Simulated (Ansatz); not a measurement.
Si(NMeEt)Cl3 (C3H8Cl3NSi). The state is a singlet with charge 0. Geometry PBE-D4/def2-SVP; atoms count from 1.

```xyz
16

C    -1.440    0.309   -0.860
C     0.411    0.849    0.690
C     1.557    1.155   -0.278
Cl    1.036   -2.782   -0.675
Cl   -2.144   -2.806    0.311
Cl    0.320   -2.054    2.489
N    -0.554   -0.146    0.205
Si   -0.345   -1.818    0.546
H    -1.974    1.231   -0.539
H    -0.903    0.538   -1.808
H    -2.205   -0.461   -1.080
H    -0.155    1.780    0.922
H     0.821    0.492    1.658
H     2.236    1.919    0.153
H     2.152    0.244   -0.490
H     1.186    1.550   -1.246
```

Another isomer (singlet) lies 0.36 eV lower at PBE0-D4/def2-TZVP; other spin states weren't run for this one.

(1) Estimate the Mulliken populations from the PBE0/def2-TZVP orbitals of Ansatz.

(2) And the Mayer bond orders between heavy atoms (over 0.3)?

## Answers

(1) 
| atom | charge (e) |
| --- | --- |
| C1 | -0.33 |
| C2 | -0.15 |
| C3 | -0.38 |
| Cl4 | -0.22 |
| Cl5 | -0.20 |
| Cl6 | -0.20 |
| N7 | -0.15 |
| Si8 | 0.60 |
| H9 | 0.13 |
| H10 | 0.13 |
| H11 | 0.14 |
| H12 | 0.11 |
| H13 | 0.13 |
| H14 | 0.13 |
| H15 | 0.13 |
| H16 | 0.12 |
Mulliken values depend strongly on the basis.

(2) C1–N7 0.96 (1.46 Å); C2–C3 1.00 (1.53 Å); C2–N7 0.95 (1.47 Å); Cl4–Si8 1.15 (2.08 Å); Cl5–Si8 1.18 (2.07 Å); Cl6–Si8 1.17 (2.07 Å); N7–Si8 1.28 (1.72 Å).
